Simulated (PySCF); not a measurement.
Ranking problems on computed properties.

Species are written as SMILES; each is one conformer at its optimised geometry, gas phase, non-relativistic unless stated. Electronic properties by PySCF.

The conformers computed, where there is a choice (atom-mapped SMILES and torsion angles):
- `[SiH3:1][O:2][C:3]1=[CH:4][O:5][AlH2-:6][O+:7]=[CH:8]1`: Si1–O2–C3–C4 1°
- `[CH3:1][N:2]([CH3:3])[GeH2:4][PH2:5]`: C1–N2–Ge4–P5 174°, H–P5–Ge4–N2 -169°, H–P5–Ge4–N2 98°
- `[CH3:1][CH2:2][SiH2:3][NH:4][SiH3:5]`: C1–C2–Si3–N4 179°, C2–Si3–N4–Si5 120°
- `[CH3:1][CH2:2][Si@@H:3]([NH2:4])[SiH3:5]`: C1–C2–Si3–N4 60°, H–N4–Si3–C2 -59°, H–N4–Si3–C2 165°
- `[CH3:1][NH:2][SiH2:3][CH2:4][SiH3:5]`: C1–N2–Si3–C4 -64°, N2–Si3–C4–Si5 -42°
- `[CH3:1][NH:2][SiH2:3][SiH2:4][CH3:5]`: C1–N2–Si3–Si4 -166°, N2–Si3–Si4–C5 60°

**Question.** Rank by static isotropic polarisability, lowest first (CAM-B3LYP/def2-SVPD at PBE0-D3(BJ)/def2-SVP geometries).
A. `CC[SiH2]N[SiH3]`
B. `[SiH3]OC1=C[O][AlH2-][O+]=C1`
C. `C[N](C)[GeH2][PH2]`
D. `[SiH3][As]([SiH3])[SiH3]`
E. `CC[Si@@H](N)[SiH3]`

**Answer.** A (87.3 au), E (92.0 au), C (94.6 au), B (99.6 au), D (122.1 au).

**Question.** By how much do the two ends of that ranking differ?

**Answer.** By 34.8 au, between `[SiH3][As]([SiH3])[SiH3]` and `CC[SiH2]N[SiH3]`.

**Question.** Rank by vertical ionisation energy, lowest first (ΔSCF CAM-B3LYP/def2-SVPD at PBE0-D3(BJ)/def2-SVP geometries).
A. `[GeH2]([PH2])[N](C)C`
B. `CN[SiH2]C[SiH3]`
C. `[SiH3]OC1=C[O][AlH2-][O+]=C1`
D. `CC[Si@@H](N)[SiH3]`
E. `[SiH3][As]([SiH3])[SiH3]`
F. `C([SiH2]N[SiH3])C`

**Answer.** A (8.12 eV), C (8.77 eV), B (8.88 eV), E (9.08 eV), F (9.27 eV), D (9.44 eV).

**Question.** By how much do the two ends of that ranking differ?

**Answer.** By 1.32 eV, between `CC[Si@@H](N)[SiH3]` and `C[N](C)[GeH2][PH2]`.

**Question.** Rank by electronic spatial extent ⟨r²⟩ about the centre of nuclear charge, highest first (CAM-B3LYP/def2-SVPD at PBE0-D3(BJ)/def2-SVP geometries).
A. `N([SiH2][SiH2]C)C`
B. `N([SiH2]C[SiH3])C`
C. `CC[Si@@H](N)[SiH3]`
D. `CC[SiH2]N[SiH3]`
E. `[As]([SiH3])([SiH3])[SiH3]`

**Answer.** D (1172 bohr²), E (1125 bohr²), A (1047 bohr²), C (990 bohr²), B (901 bohr²).

**Question.** Give the two extremes of that set in Å².

**Answer.** `CN[SiH2]C[SiH3]`: 252 Å²; `CC[SiH2]N[SiH3]`: 328 Å².

**Question.** Rank by lowest triplet excitation (Tamm–Dancoff), highest first (TDA CAM-B3LYP/def2-SVPD at PBE0-D3(BJ)/def2-SVP geometries).
A. `CC[SiH2]N[SiH3]`
B. `CN[SiH2]C[SiH3]`
C. `[SiH3]OC1=C[O][AlH2-][O+]=C1`
D. `[SiH3][As]([SiH3])[SiH3]`
E. `CN[SiH2][SiH2]C`

**Answer.** A (5.87 eV), B (5.72 eV), E (5.40 eV), D (5.22 eV), C (2.07 eV).

**Question.** Rank by smallest rotational constant, lowest first (PBE0-D3(BJ)/def2-SVP).
A. `C[N](C)[GeH2][PH2]`
B. `[SiH3]OC1=C[O][AlH2-][O+]=C1`
C. `CC[SiH2]N[SiH3]`
D. `CN[SiH3]`
E. `CC[Si@@H](N)[SiH3]`
F. `CN[SiH2]C[SiH3]`

**Answer.** B (0.645 GHz), C (1.065 GHz), A (1.230 GHz), E (1.305 GHz), F (1.491 GHz), D (4.770 GHz).

**Question.** By how much do the two ends of that ranking differ?

**Answer.** By 4.125 GHz, between `CN[SiH3]` and `[SiH3]OC1=C[O][AlH2-][O+]=C1`.

**Question.** Rank by lowest singlet excitation, lowest first (TDDFT CAM-B3LYP/def2-SVPD at PBE0-D3(BJ)/def2-SVP geometries).
A. `CN[SiH2][SiH2]C`
B. `CC[SiH2]N[SiH3]`
C. `C[N](C)[GeH2][PH2]`
D. `CN[SiH2]C[SiH3]`
E. `[SiH3]OC1=C[O][AlH2-][O+]=C1`
F. `[SiH3][As]([SiH3])[SiH3]`

**Answer.** E (3.74 eV), C (5.47 eV), A (5.73 eV), F (5.86 eV), D (5.98 eV), B (6.19 eV).

**Question.** Give the two extremes of that set as wavelengths.

**Answer.** `[SiH3]OC1=C[O][AlH2-][O+]=C1`: 332 nm; `CC[SiH2]N[SiH3]`: 200 nm.
